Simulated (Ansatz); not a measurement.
Question: Predict a relaxed structure of the cluster TaO₂⁻ (the lowest singlet isomer of a short search), charge -1, singlet, at PBE-D4/def2-TZVPD (Ansatz).

Answer: 
Cartesian coordinates in Å:
```
Ta -0.647 -0.152 0.214
O -0.119 0.063 -1.454
O 0.766 0.090 1.240
```
Point group C2v (tolerance 0.1 Å). The metal has 2 neighbours: O 1.76 Å, O 1.76 Å. This is one stationary point.

In the def2 sets Ta takes a core potential; there is no spin–orbit coupling. The highest occupied level of the charge -1 singlet lies above zero (up to 0.28 eV). By energy differences its removal costs 2.04 eV (vertical, to the charge 0 doublet, at PBE-D4/def2-TZVPD), and other spins of that charge weren't run; a positive level beside a positive removal energy at the same level points to self-interaction error. The relaxation made no stability test and no search for a lower SCF solution. The structure comes from a short search, and lower isomers may exist.
